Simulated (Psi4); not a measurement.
C$_{4}$H$_{10}$O, triplet, at the geometry of the source list (a higher spin typed on purpose: for a closed-shell molecule this is an excited state); HF/6-31G** in Psi4.

The Psi4 input:
```
memory 2 GB

molecule mol {
0 3
  C     2.339900    0.291400   -0.078900
  C     0.853700    0.582300    0.052700
  O     0.206700   -0.589600    0.500700
  C    -1.181200   -0.458100    0.703200
  C    -1.998700   -0.475000   -0.587900
  H     2.740800   -0.026800    0.878800
  H     2.494900   -0.505000   -0.800500
  H     2.864000    1.183400   -0.410100
  H     0.683800    1.396600    0.777000
  H     0.449600    0.903500   -0.918500
  H    -1.392400    0.463200    1.268200
  H    -1.454800   -1.317800    1.321400
  H    -3.058100   -0.487500   -0.347600
  H    -1.755200   -1.363800   -1.163600
  H    -1.793000    0.403100   -1.195000
}

set basis 6-31g**
set reference uhf
set scf_type pk
set puream true
set d_convergence 1e-8

energy('scf')
print_variables()
```

It wrote (shortened):

```
   => Loading Basis Set <=

    Name: 6-31G**
    Role: ORBITAL
    Keyword: BASIS

         ---------------------------------------------------------
                                   SCF
               by Justin Turney, Rob Parrish, Andy Simmonett
                          and Daniel G. A. Smith
                              UHF Reference
         ---------------------------------------------------------

  ==> Geometry <==

    Molecular point group: c1
    Full point group: C1

    Geometry (in Angstrom), charge = 0, multiplicity = 3:

       Center              X                  Y                   Z               Mass
    ------------   -----------------  -----------------  -----------------  -----------------
         C            2.296045734865     0.419508796266    -0.193426465423    12.000000000000
         C            0.809845734865     0.710408796266    -0.061826465423    12.000000000000
         O            0.162845734865    -0.461491203734     0.386173534577    15.994914619570
         C           -1.225054265135    -0.329991203734     0.588673534577    12.000000000000
         C           -2.042554265135    -0.346891203734    -0.702426465423    12.000000000000
         H            2.696945734865     0.101308796266     0.764273534577     1.007825032230
         H            2.451045734865    -0.376891203734    -0.915026465423     1.007825032230
         H            2.820145734865     1.311508796266    -0.524626465423     1.007825032230
         H            0.639945734865     1.524708796266     0.662473534577     1.007825032230
         H            0.405745734865     1.031608796266    -1.033026465423     1.007825032230
         H           -1.436254265135     0.591308796266     1.153673534577     1.007825032230
         H           -1.498654265135    -1.189691203734     1.206873534577     1.007825032230
         H           -3.101954265135    -0.359391203734    -0.462126465423     1.007825032230
         H           -1.799054265135    -1.235691203734    -1.278126465423     1.007825032230
         H           -1.836854265135     0.531208796266    -1.309526465423     1.007825032230

  Running in c1 symmetry.

  Rotational constants: A =      0.45476  B =      0.08282  C =      0.07808 [cm^-1]
  Rotational constants: A =  13633.51089  B =   2482.83846  C =   2340.83090 [MHz]
  Nuclear repulsion =  191.824148223377961

  Charge       = 0
  Multiplicity = 3
  Electrons    = 42
  Nalpha       = 22
  Nbeta        = 20

  ==> Algorithm <==

  SCF Algorithm Type is PK.
  DIIS enabled.
  MOM disabled.
  Fractional occupation disabled.
  Guess Type is SAD.
  Energy threshold   = 1.00e-06
  Density threshold  = 1.00e-08
  Integral threshold = 1.00e-12

  ==> Primary Basis <==

  Basis Set: 6-31G**
    Blend: 6-31G**
    Number of shells: 60
    Number of basis functions: 120
    Number of Cartesian functions: 125
    Spherical Harmonics?: true
    Max angular momentum: 2

  ==> Integral Setup <==

  Using in-core PK algorithm.
   Calculation information:
      Number of atoms:                  15
      Number of AO shells:              60
      Number of primitives:            125
      Number of atomic orbitals:       125
      Number of basis functions:       120

      Integral cutoff                 1.00e-12
      Number of threads:                 1

  Performing in-core PK
  Using 52714860 doubles for integral storage.
  We computed 1383197 shell quartets total.
  Whereas there are 1675365 unique shell quartets.

  ==> DiskJK: Disk-Based J/K Matrices <==

    J tasked:                  Yes
    K tasked:                  Yes
    wK tasked:                  No
    Schwarz Cutoff:          1E-12

  Minimum eigenvalue in the overlap matrix is 5.9561706764E-03.
  Reciprocal condition number of the overlap matrix is 1.1401319439E-03.
    Using symmetric orthogonalization.

  ==> Pre-Iterations <==

  SCF Guess: Superposition of Atomic Densities via on-the-fly atomic UHF (no occupation information).

[...]
   @UHF iter   6:  -231.82911188973156   -1.84363e-03   6.32426e-05 DIIS
   @UHF iter   7:  -231.82925873140550   -1.46842e-04   2.98289e-05 DIIS
   @UHF iter   8:  -231.82930164282578   -4.29114e-05   2.19591e-05 DIIS
   @UHF iter   9:  -231.82932917710099   -2.75343e-05   1.56619e-05 DIIS
   @UHF iter  10:  -231.82936078679052   -3.16097e-05   1.22286e-05 DIIS
   @UHF iter  11:  -231.82938463804416   -2.38513e-05   9.24609e-06 DIIS
   @UHF iter  12:  -231.82940198115648   -1.73431e-05   6.70612e-06 DIIS
   @UHF iter  13:  -231.82941311411901   -1.11330e-05   5.42764e-06 DIIS
   @UHF iter  14:  -231.82941868311548   -5.56900e-06   4.48556e-06 DIIS
   @UHF iter  15:  -231.82942522546489   -6.54235e-06   3.56964e-06 DIIS
   @UHF iter  16:  -231.82943114513114   -5.91967e-06   2.74706e-06 DIIS
   @UHF iter  17:  -231.82943467523341   -3.53010e-06   2.09172e-06 DIIS
   @UHF iter  18:  -231.82943623200393   -1.55677e-06   1.62164e-06 DIIS
   @UHF iter  19:  -231.82943728380076   -1.05180e-06   1.14086e-06 DIIS
   @UHF iter  20:  -231.82943765259049   -3.68790e-07   7.13525e-07 DIIS
   @UHF iter  21:  -231.82943773939465   -8.68042e-08   5.07782e-07 DIIS
   @UHF iter  22:  -231.82943778524537   -4.58507e-08   2.41027e-07 DIIS
   @UHF iter  23:  -231.82943779104187   -5.79649e-09   1.38249e-07 DIIS
   @UHF iter  24:  -231.82943779244962   -1.40776e-09   8.30554e-08 DIIS
   @UHF iter  25:  -231.82943779314462   -6.94996e-10   4.49810e-08 DIIS
   @UHF iter  26:  -231.82943779334323   -1.98611e-10   2.53370e-08 DIIS
   @UHF iter  27:  -231.82943779344359   -1.00357e-10   1.61026e-08 DIIS
   @UHF iter  28:  -231.82943779347954   -3.59535e-11   9.92765e-09 DIIS
  Energy and wave function converged.

  ==> Post-Iterations <==

   @Spin Contamination Metric:   1.503249675E-02
   @S^2 Expected:                2.000000000E+00
   @S^2 Observed:                2.015032497E+00
   @S   Expected:                1.000000000E+00
   @S   Observed:                1.000000000E+00

    Orbital Energies [Eh]
    ---------------------

    Alpha Occupied:

[...]
      22A     -0.005598

    Alpha Virtual:

[...]
    Beta Occupied:

[...]
    Beta Virtual:

[...]
     120A      3.920292

    Final Occupation by Irrep:
              A
    DOCC [    20 ]
    SOCC [     2 ]
    NA   [    22 ]
    NB   [    20 ]

  @UHF Final Energy:  -231.82943779347954

   => Energetics <=

    Nuclear Repulsion Energy =            191.8241482233779607
    One-Electron Energy =                -693.0268649890292636
    Two-Electron Energy =                 269.3732789721717609
    Total Energy =                       -231.8294377934795421

  UHF NO Occupations:
  HONO-2 :   20  A 1.9973546
  HONO-1 :   21  A 1.0000000
  HONO-0 :   22  A 1.0000000
  LUNO+0 :   23  A 0.0026454
  LUNO+1 :   24  A 0.0019242
  LUNO+2 :   25  A 0.0010717
  LUNO+3 :   26  A 0.0005203

Computation Completed

Properties will be evaluated at   0.000000,   0.000000,   0.000000 [a0]

Properties computed using the SCF density matrix

 Multipole Moments:

 ------------------------------------------------------------------------------------
     Multipole            Electronic (a.u.)      Nuclear  (a.u.)        Total (a.u.)
 ------------------------------------------------------------------------------------

 L = 1.  Multiply by 2.5417464519 to convert [e a0] to [Debye]
 Dipole X            :          0.6367414           -0.6169562            0.0197853
 Dipole Y            :         -2.0929825            1.8070873           -0.2858951
 Dipole Z            :          1.4630535           -1.6248083           -0.1617548
 Magnitude           :                                                    0.3290776

 ------------------------------------------------------------------------------------

  Variable Map:
  ----------------------------------------------------------------------------
[...]
  Array Variable Map:
  ----------------------------------------------------------------------------
[...]
[...]
```
